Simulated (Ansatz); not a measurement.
Ansatz (an electronic-structure program) input (BLYP/def2-TZVPD):

Ansatz 0.2 input:
```yaml
crystal:
  periodic: [false, false, false]
  atoms:
    - {symbol: F, position_ang: [1.83350573, 1.22440610, 0.41431631]}
    - {symbol: Si, position_ang: [1.24399359, -0.09732221, -0.48491393]}
    - {symbol: Si, position_ang: [-1.04054951, 0.05240596, 0.28593965]}
    - {symbol: F, position_ang: [-1.96634673, -1.16597929, -0.34062161]}
    - {symbol: H, position_ang: [1.52948997, -1.21470444, 0.54471949]}
    - {symbol: H, position_ang: [-1.41672742, 0.02258543, 1.75032365]}
    - {symbol: H, position_ang: [-1.76541065, 1.29510532, -0.17265557]}
basis:
  gaussian:
    orbitals: def2-TZVPD
hamiltonian:
  xc: {name: BLYP}
total_charge: -1
output: {forces: true}
```

End of the output:

```
integrals: 0.11 GiB planned
1097 factors; their error is unknown
0.29 GiB of the device are held for the grids
0.99 GiB of device memory are held for the factors and their scratch space
mean field: 0.69 GiB planned
mean field evaluation 1: about -21242.3105 eV, gradient 2.2e1 eV
mean field evaluation 2: about -21241.4120 eV, gradient 3.6e1 eV
mean field evaluation 4: about -21243.9474 eV, gradient 2.0e0 eV
mean field evaluation 8: about -21243.9460 eV, gradient 1.2e-1 eV
mean field evaluation 16: about -21243.9461 eV, gradient 4.2e-5 eV
mean field -21243.94605468 eV, -780.7006178458 hartree, gradient 4.2e-5 eV, S^2 0.000000; 0 other end points of the search recorded, 0 dependent functions left out
the calculation of the forces begins
reference -21243.94643533 eV, -780.7006318341 hartree; 25, 25 occupied and 168, 168 virtual orbitals, 1097 factors
Total energy: -21243.94643533 eV, -780.7006318341 hartree
Atom 0 at     1.833506     1.224406     0.414316 Å, force     0.206061     0.375171     0.232812 eV/Å
Atom 1 at     1.243994    -0.097322    -0.484914 Å, force    -0.042521    -0.262329    -0.353432 eV/Å
Atom 2 at    -1.040550     0.052406     0.285940 Å, force     0.226480     0.275331     0.126739 eV/Å
Atom 3 at    -1.966347    -1.165979    -0.340622 Å, force    -0.312899    -0.409971    -0.211993 eV/Å
Atom 4 at     1.529490    -1.214704     0.544719 Å, force     0.032948    -0.102192     0.079716 eV/Å
Atom 5 at    -1.416727     0.022585     1.750324 Å, force    -0.042169    -0.005065     0.177307 eV/Å
Atom 6 at    -1.765411     1.295105    -0.172656 Å, force    -0.067900     0.129055    -0.051148 eV/Å
Dipole moment:    -0.403271     0.029745     0.190923 e Å
```

It need not be the lowest isomer of its formula. Whether it binds its extra electron was not tested at this geometry.
